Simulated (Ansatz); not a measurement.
```xyz
2

Ti    0.0000    0.0000    0.0000
H     0.0000    0.0000    2.6655
```

Basis set: pcseg-2 (spherical functions). Charge 0, multiplicity 4.

Computed with Ansatz (development build ahead of 0.2.0); each method stands on the lowest determinant of its kind that the runs found.

The atomization energy at this shape (free ground-state atoms in the same class of orbitals less the molecule, no zero-point energy) of quartet TiH:

| method | atomization energy |
| --- | --- |
| PBE0 (unrestricted) | 28.82 kcal/mol |
| PBE (unrestricted) | 35.77 kcal/mol |

Q: What does UHF give?

A: 14.90 kcal/mol. Caution: the shape is not the minimum. Caution for PBE0 (unrestricted), PBE (unrestricted): the unrestricted determinant is spin contaminated. Caution for PBE (unrestricted): a free atom is spin contaminated.
